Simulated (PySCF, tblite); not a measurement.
Compound: C₃H₆NPSi.
Cartesian coordinates in Å at the GFN2-xTB level; atoms count from 1:
```xyz
12
C3H6NPSi angstrom
C      3.2955    0.8887   -0.1126
C      2.3009    0.2475    0.1011
C      1.1282   -0.4942    0.3687
N      0.1022   -0.3845   -0.3574
Si    -1.5030   -0.9614   -0.3311
P     -2.7975    0.7971    0.2218
H      4.1641    1.4488   -0.2992
H      1.1975   -1.1532    1.2439
H     -1.7484   -1.3217   -1.7233
H     -1.8637   -2.0415    0.5989
H     -1.8920    1.3807    1.0902
H     -2.3826    1.5930   -0.8271
```

Level of theory: CAM-B3LYP/def2-SVPD in PySCF (dipole) on a GFN2-xTB geometry, gas phase.

Take the most abundant isotopes and a rigid rotor. The values belong to one conformer with, in the numbering `[CH:1]#[C:2]/[CH:3]=[N:4]/[SiH2:5][PH2:6]`, C3–N4–Si5–P6 107°, N4–Si5–P6–H -35° and 57°.

(1) What are A, B and C (MHz)?

(2) What kind of rotor is it?

(3) Is it planar, by Δ = Ic − Ia − Ib?

(4) Where do the levels up to J = 3 lie, in cm⁻¹?

(5) Which types of transition are allowed, and where do some lines up to J = 3 fall?

Answers

(1) Ia = 89.50, Ib = 541.50, Ic = 605.96 u·Å²; 505379 MHz·u·Å²/I gives A = 5647, B = 933.3, C = 834.0 MHz.

(2) A near-prolate asymmetric top; Ray's κ = -0.959.

(3) Not planar: Δ = Ic − Ia − Ib = -25.04 u·Å². For a rigid frame Δ = −2 Σ m c², so Σ m c² = 12.52 u·Å² lies off the ab plane: 7.45 from hydrogen and 5.07 from heavier atoms. The atom farthest from that plane is 1.49 Å away.

(4) Above 0(0,0):
J = 1: 1(0,1) 0.0590, 1(1,1) 0.2162, 1(1,0) 0.2195
J = 2: 2(0,2) 0.1768, 2(1,2) 0.3308, 2(1,1) 0.3407, 2(2,1) 0.8124, 2(2,0) 0.8124
J = 3: 3(0,3) 0.3534, 3(1,3) 0.5026, 3(1,2) 0.5225, 3(2,2) 0.9892, 3(2,1) 0.9895, 3(3,1) 1.7837, 3(3,0) 1.7837

(5) The dipole components are |μa| = 1.82 D, |μb| = 0.20 D, |μc| = 0.86 D. Intensities carry the squares of the components, which stand as 1.00 : 0.01 : 0.22 (a : b : c). Some lines, for components of 0.1 D or more:

```
type  branch         J(Ka,Kc)    MHz  lower level (cm⁻¹)
   b       R  3(0,3) ← 2(1,2)    680               0.331
   a       R  2(0,2) ← 1(0,1)   3533               0.059
   c       Q  3(1,3) ← 3(0,3)   4472               0.353
   c       Q  2(1,2) ← 2(0,2)   4616               0.177
   a       R  3(2,1) ← 2(2,0)   5308               0.812
   b       R  2(1,2) ← 1(0,1)   8149               0.059
   c       R  2(1,1) ← 1(0,1)   8447               0.059
   b       R  3(1,3) ← 2(0,2)   9768               0.177
   c       Q  2(2,1) ← 2(1,1)  14141               0.341
   b       Q  2(2,0) ← 2(1,1)  14142               0.341
   c       R  3(2,1) ← 2(1,1)  19450               0.341
   b       R  3(2,1) ← 2(1,2)  19748               0.331
   c       Q  3(3,1) ← 3(2,1)  23809               0.989
   b       R  3(3,1) ← 2(2,0)  29117               0.812
   c       R  3(3,0) ← 2(2,0)  29117               0.812
   b       R  3(3,0) ← 2(2,1)  29119               0.812
```

Its GFN2-xTB frequencies are all real (lowest 47 cm⁻¹). Zero-point vibration and centrifugal distortion are left out. Quadrupole hyperfine structure (14N) is left out.
